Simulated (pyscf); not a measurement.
## HO–SiH₂–O–Si(Cl)(Cl)–Cl, singlet

Gas-phase minimum from PySCF at ωB97X-D3(BJ)/def2-SVP, one conformer. 

```xyz
10

O     -0.1030     1.1875     1.8871
Si     0.4220     1.0767     0.3224
O     -0.5400    -0.0170    -0.5213
Si    -1.4119    -1.3111    -0.0842
Cl    -1.4366    -2.6779    -1.5820
Cl    -0.5432    -2.1628     1.5725
Cl    -3.3163    -0.7968     0.3957
H     -0.0002     0.4079     2.4450
H      0.2473     2.4039    -0.2991
H      1.8158     0.5716     0.2333
```

Bonded distances (Å): O1–Si2 1.654, O1–H8 0.964, Si2–O3 1.683, Si2–H9 1.476, Si2–H10 1.485, O3–Si4 1.620, Si4–Cl5 2.028, Si4–Cl6 2.055, Si4–Cl7 2.030. Bond angles (°): Si2–O1–H8 117.3, O1–Si2–O3 109.6, O1–Si2–H9 107.5, O1–Si2–H10 112.2, O3–Si2–H9 107.8, O3–Si2–H10 106.6, H9–Si2–H10 113.1, Si2–O3–Si4 133.7, O3–Si4–Cl5 110.2, O3–Si4–Cl6 108.7, O3–Si4–Cl7 111.5, Cl5–Si4–Cl6 108.7, Cl5–Si4–Cl7 109.5, Cl6–Si4–Cl7 108.1.

Properties at ωB97X-D3(BJ)/def2-SVP:

```yaml
harmonic_wavenumbers_unscaled: 29, 52, 91, 148, 165, 213, 224, 284, 332, 401, 462, 630, 657, 664, 715, 765, 854, 916, 955, 994, 1102, 2290, 2345, 3915 cm⁻¹
zero_point_energy: 27.5 kcal/mol
rotational_symmetry_number: 1
Entropy of this conformer at 298 K and 1 atm, rigid rotor and harmonic oscillator, modes under 100 cm⁻¹ raised to 100: 412.2 J/(mol K)
dipole_moment: 1.21 D
```

Single-point totals, which compare only within one level:

```json
[
 {"level": "ωB97X-D3(BJ)/def2-TZVP", "total energy (hartree)": "-2112.37652"},
 {"level": "PBE/def2-TZVP", "total energy (hartree)": "-2111.25442"},
 {"level": "r²SCAN/def2-TZVP", "total energy (hartree)": "-2112.07431"},
 {"level": "B3LYP-D3(BJ)/def2-TZVP", "total energy (hartree)": "-2112.38658"},
 {"level": "PBE0-D3(BJ)/def2-TZVP", "total energy (hartree)": "-2111.43703"},
 {"level": "M06-2X/def2-TZVP", "total energy (hartree)": "-2112.15329"},
 {"level": "ωB97M-D3(BJ)/def2-TZVP", "total energy (hartree)": "-2112.55921"}
]
```

The lowest mode is so soft that the shape along it may change with the basis. Soft torsions are taken as harmonic, which can shift the entropy by several J/(mol K).
